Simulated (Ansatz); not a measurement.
Basis-set extrapolation for C2H7AlSi (`[CH3][Al]1[CH2][SiH2]1`) (PBE0-D4/def2-TZVP geometry, frozen core, the Gaussian-basis code of Ansatz). Multiplicity 1, RHF reference.

|  | def2-TZVPP | def2-QZVPP |
| --- | --- | --- |
| HF | -610.655840 | -610.675074 |
| MP2 correlation | -0.549750 | -0.585963 |
| CCSD(T) correlation | -0.625270 | not run |

Energies in hartree. Use E(X) = E(∞) + A·exp(−7.88·√X) for Hartree–Fock and E(X) = E(∞) + B·X^(−2.97) for correlation, with X = 3 and 4, and add CCSD(T) minus MP2 of the smaller set to the MP2 limit.

Task: What is the CCSD(T) energy at the basis-set limit?

Result: HF limit: -610.675074 + (-0.019234) × 0.13774 = -610.67772. MP2 limit: -0.585963 + (-0.036213) × 0.74074 = -0.61279. Higher-order term: -0.625270 − (-0.549750) = -0.07552. Total: -611.36603 hartree, 223.0 kJ/mol below CCSD(T)/def2-TZVPP.
